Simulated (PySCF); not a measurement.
## C₆ coefficients of unlike pairs at BP86

Calculated with PySCF 2.14 from the dipole response of each species, C₆(A,B) = (3/π) ∫ α_A(iu) α_B(iu) du, in atomic units, from isotropic polarisabilities. For ions this is the dispersion term alone; charge-induced terms of lower order in 1/R come first.

```tsv
species	configuration	basis	relativity	α (bohr³)	C₆ (like pair)
F⁺	[He] 2s2 2p4 (3P)	dyall-av3z (15s9p3d2f)	spin-free X2C	1.854	3.488
N³⁺	[He] 2s2 (1S)	aug-cc-pCVTZ-DK with one added diffuse shell each of s, p, d, f type (8s7p5d3f)	spin-free X2C	2.108	2.092
Mo²⁺	[Kr] 4d4 (5D)	def2-TZVPPD with the def2 core potential (28 electrons) (6s4p3d2f1g)	core potential	9.630	50.57
```

(1) Estimate C₆ for Mo²⁺ with F⁺.

No spin-orbit coupling is included.

The other pairs:

```csv
pair,C₆
"Mo²⁺, N³⁺",10.18
"N³⁺, F⁺",2.537
```

Answers

(1) The integral gives 12.98. The combination rule 2 C_A C_B / (C_A α_B/α_A + C_B α_A/α_B) gives 12.67 and the geometric mean 13.28.
